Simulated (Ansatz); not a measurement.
`[Cl][GeH2][I]` + `F[C@H]1[SiH2][C@@H]1Cl` → `[F][GeH2][I]` + `Cl[C@@H]1[SiH2][C@H]1Cl`  (redistribution)

Program: Ansatz. Geometries: PBE0-D4/def2-TZVP. ΔE: electronic, gas phase. CCSD(T)/CBS is the MP2 limit (def2-TZVPP, def2-QZVPP) plus CCSD(T) − MP2 in def2-TZVPP, frozen cores. def2 core potentials past Kr. For Ge, I outer-core shells are correlated without core-valence functions, which leaves a few kJ/mol of doubt a bond. Scalar relativity is left out up to krypton.

`[Cl][GeH2][I]`:

Cartesian coordinates in Å:
```
Cl -1.229 -1.199 -1.165
Ge -0.030 -0.061 0.202
I 1.320 1.607 -1.079
H -0.981 0.687 1.139
H 0.921 -1.034 0.903
```

`F[C@H]1[SiH2][C@@H]1Cl`:

Cartesian coordinates in Å:
```
F -1.818 -0.463 0.962
C -0.921 -0.200 -0.034
Si 0.411 1.117 -0.042
C 0.476 -0.742 0.129
Cl 1.086 -1.948 -0.995
H -1.354 -0.390 -1.015
H 0.681 1.775 -1.336
H 0.757 1.881 1.172
H 0.681 -1.029 1.158
```

`[F][GeH2][I]`:

```xyz
5

F     0.526   -0.394    1.591
Ge   -0.104    0.161    0.073
I     0.738   -1.393   -1.683
H     0.467    1.563   -0.151
H    -1.628    0.063    0.171
```

`Cl[C@@H]1[SiH2][C@H]1Cl`:

Z-matrix (Å, degrees):
```
C
Si 1 1.862
C 1 1.521 2 65.9
Cl 1 1.756 2 126.1 3 -108.2
H 1 1.086 2 115.0 3 106.0
H 2 1.475 1 117.2 3 -107.1
H 2 1.476 1 119.9 3 101.0
Cl 3 1.756 1 118.0 2 119.5
H 3 1.086 1 113.6 2 -108.0
```

```tsv
species	HF/def2-TZVPP energy (Eh)
`[Cl][GeH2][I]`	-2832.79045
`F[C@H]1[SiH2][C@@H]1Cl`	-925.95874
`[F][GeH2][I]`	-2472.75401
`Cl[C@@H]1[SiH2][C@H]1Cl`	-1285.99935
```

Q: Work out ΔE.

A: ΔE = (-2472.75401) + (-1285.99935) − (-2832.79045) − (-925.95874) = -0.00417 Eh = -10.9 kJ/mol. CCSD(T)/CBS gives -21.5 kJ/mol.

Largest T1 diagnostic among the species: 0.012.

In def2-TZVPP, CCSD(T) changes the Hartree–Fock value by −9.4 kJ/mol (the triples alone add −1.6 kJ/mol) and MP2 by −17.2 kJ/mol.
